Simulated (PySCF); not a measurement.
H₅AlO₂, singlet, CAM-B3LYP/def2-SVP optimised geometry.

```
8

Al    -1.18    -0.91     0.00
H     -1.90    -1.33    -1.35
H     -1.88    -1.10     1.41
O      0.58    -0.91     0.00
H      1.18    -1.53    -0.42
O     -0.88     1.06     0.00
H      0.09     0.90     0.00
H     -1.11     1.53     0.81
```

Density from CAM-B3LYP/def2-TZVP in PySCF at that geometry.

Minimum of the electron density along straight lines between bonded atoms, close to the bond critical point (lines longer than 1.1 times the sum of covalent radii, or with two minima, are not listed):

```json
[
 {"bond": "Al1–H2", "length / Å": "1.585", "ρ at the minimum / e bohr⁻³": "0.083", "∇²ρ there / e bohr⁻⁵": "0.20", "position (fraction from the first atom)": "0.50"},
 {"bond": "Al1–H3", "length / Å": "1.590", "ρ at the minimum / e bohr⁻³": "0.082", "∇²ρ there / e bohr⁻⁵": "0.19", "position (fraction from the first atom)": "0.50"},
 {"bond": "Al1–O4", "length / Å": "1.757", "ρ at the minimum / e bohr⁻³": "0.094", "∇²ρ there / e bohr⁻⁵": "0.63", "position (fraction from the first atom)": "0.43"},
 {"bond": "O4–H5", "length / Å": "0.959", "ρ at the minimum / e bohr⁻³": "0.356", "∇²ρ there / e bohr⁻⁵": "-2.41", "position (fraction from the first atom)": "0.81"},
 {"bond": "Al1–O6", "length / Å": "1.995", "ρ at the minimum / e bohr⁻³": "0.049", "∇²ρ there / e bohr⁻⁵": "0.28", "position (fraction from the first atom)": "0.42"},
 {"bond": "O6–H7", "length / Å": "0.988", "ρ at the minimum / e bohr⁻³": "0.326", "∇²ρ there / e bohr⁻⁵": "-2.24", "position (fraction from the first atom)": "0.82"},
 {"bond": "O6–H8", "length / Å": "0.968", "ρ at the minimum / e bohr⁻³": "0.350", "∇²ρ there / e bohr⁻⁵": "-2.41", "position (fraction from the first atom)": "0.81"}
]
```
